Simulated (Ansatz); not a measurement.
## Reading a saddle point

A first-order saddle point of Si2H8SO, singlet, PBE0-D4/def2-TZVP, with one imaginary mode of 942i cm⁻¹:

```
12
angstrom
Si 0.3609 -0.1688 -0.9809
S 1.9988 0.6227 0.8884
H -0.9024 -0.5527 -1.6943
H 1.2709 -1.3318 -1.0423
O 0.6166 1.2575 -1.7337
H 0.3360 -0.0735 0.7417
Si -1.3330 -0.7101 0.8697
H 1.4061 1.7929 1.1874
H 1.4098 1.7031 -1.4172
H -2.3800 0.2681 0.4886
H -1.1620 -0.7399 2.3452
H -1.6216 -2.0677 0.3474
```

Program: Ansatz 0.2.0. Basis: def2-TZVPP and def2-QZVPP. Cores are frozen in the correlated methods. Extrapolation: Hartree–Fock as exp(−7.88 √X), correlation as X^−2.97.

**Question.** Which contacts change along the imaginary mode, and what lies on either side? (Judge from chemistry; the calculation decides.)

**Answer.** By the calculation: The step is SiH₄SO ([OH][SiH2][SH]) + SiH₄ → Si₂H₆O ([OH][SiH2][SiH3]) + H₂S, with the molecules in contact on both sides. Shortening one way: Si1–Si7, S2–H6; lengthening the same way: Si1–S2, H6–Si7.
```json
{"pair": "Si1–Si7", "one side (Å)": "4.09", "saddle (Å)": "2.57", "other side (Å)": "2.35"}
{"pair": "S2–H6", "one side (Å)": "3.59", "saddle (Å)": "1.81", "other side (Å)": "1.34"}
{"pair": "Si1–S2", "one side (Å)": "2.14", "saddle (Å)": "2.61", "other side (Å)": "4.24"}
{"pair": "H6–Si7", "one side (Å)": "1.48", "saddle (Å)": "1.79", "other side (Å)": "3.42"}
```

**Question.** Which side is lower, and how far does the saddle lie above each? (To be estimated.)

**Answer.** Computed: The side with Si1–S2, H6–Si7 short is lower by 0.702 eV; the saddle lies 2.652 eV above it and 1.949 eV above the other (CCSD(T) at an estimated basis limit (MP2 extrapolated from triple and quadruple zeta, plus CCSD(T) − MP2 in triple zeta); electronic energies).

The T1 diagnostic stays at or below 0.015.

Labels in which every atom is bracketed show which atoms are joined, not bond orders.

For scale, one of the runs: CCSD(T)/def2-TZVPP, 269 basis functions, launched by `ansatz run in.yaml --threads 4 --pin off --events-out ev --progress --plain --max-ram 9574MiB`. Time: 2.7 min of wall clock on 4 CPU threads of an Intel Xeon Platinum 8259CL; the host was shared. Peak host memory: 6.3 GiB.
